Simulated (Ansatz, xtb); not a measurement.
**Relative energy of two isomers of C6H4BrN**

We compare a, `C#Cc1c[nH]c(Br)c1`, a singlet, with b, `C#Cc1[nH]ccc1Br`, a singlet. Both are isolated molecules in the gas phase, relaxed with B3LYP/def2-SVP.

Quicker runs give these differences E(b) − E(a): GFN2-xTB −1.18 kcal/mol; HF/STO-3G −0.52 kcal/mol (at GFN2-xTB geometries); r2SCAN-D4/def2-SVP −1.66 kcal/mol (at GFN2-xTB geometries).

**Question.** Estimate E(b) − E(a) at the level CCSD(T)/def2-SVP + ΔMP2/def2-TZVPP.

**Answer.** CCSD(T)/def2-SVP + ΔMP2/def2-TZVPP gives E(b) − E(a) = −1.11 kcal/mol, favouring structure b, but this leans on the basis-set step: CCSD(T) alone gives −0.79 kcal/mol.

How the difference moves with the method:

```csv
level,geometry,E(b) − E(a) (kcal/mol),departure from the last row (kcal/mol),"job, with rough time for the two"
GFN2-xTB,GFN2-xTB,−1.18,−0.08,"optimisation, 0.13 s"
HF/STO-3G,GFN2-xTB,−0.52,+0.59,"single point, 0.84 s"
r2SCAN-D4/def2-SVP,GFN2-xTB,−1.66,−0.55,"single point, 8.4 s"
B3LYP/def2-SVP,B3LYP/def2-SVP,−1.07,+0.03,"optimisation, 77 s"
HF/def2-SVP,B3LYP/def2-SVP,−0.06,+1.05,part of the CCSD(T) run
MP2/def2-SVP,B3LYP/def2-SVP,−1.51,−0.40,part of the CCSD(T) run
CCSD(T)/def2-SVP,B3LYP/def2-SVP,−0.79,+0.32,single point
CCSD(T)/def2-SVP + ΔMP2/def2-TZVPP,B3LYP/def2-SVP,−1.11,,"single point, 3.8 min"
```

As drawn, both hold the same kinds of bond in the same numbers.

HF/def2-SVP finds them nearly level. The largest departure from CCSD(T)/def2-SVP + ΔMP2/def2-TZVPP is that of HF/def2-SVP, 1.05 kcal/mol. The last row adds to CCSD(T) the change of the MP2 difference between the two basis sets, here −0.32 kcal/mol.

With thermal terms from frequencies at re-optimised GFN2-xTB minima (ideal gas, soft modes damped towards free rotors, one conformer each, 298.15 K, 1 atm): the zero-point term adds +0.10 kcal/mol; ΔH is −1.03 and ΔG −1.01 kcal/mol.

The correlated steps freeze 16 core orbitals; the filled d shell of Br is correlated, in a basis made for valence electrons. Run with Ansatz 0.2.0, xtb 6.7.1; the last row on 2 threads of Arm Neoverse V2 on a shared host.
